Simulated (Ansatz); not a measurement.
A calculation with Ansatz (development build ahead of 0.2.0).

```yaml
crystal:
  periodic: [false, false, false]
  atoms:
    - { symbol: Mn, position_ang: [0.0, 0.0, 0.0] }
    - { symbol: H, position_ang: [0.0, 0.0, 4.498] }
basis:
  gaussian: { orbitals: def2-SVP }
magnetization:
  spin_polarized: true
  initial_magnetization: 6
hamiltonian:
  xc: pbe0
output:
  forces: true
```

The input is written out in the form of the current development build from the run's settings.

The run gave:

```
Converged                       : yes
Total energy                    : -1151.10534 hartree
Spin squared of the determinant : 12.011
Stability test                  : minimum
```

Forces (eV/Å):
```tsv
atom	Fx	Fy	Fz
Mn1	0.000	0.000	0.008
H2	0.000	0.000	-0.008
```

Caution: charge can spread falsely over distant fragments.
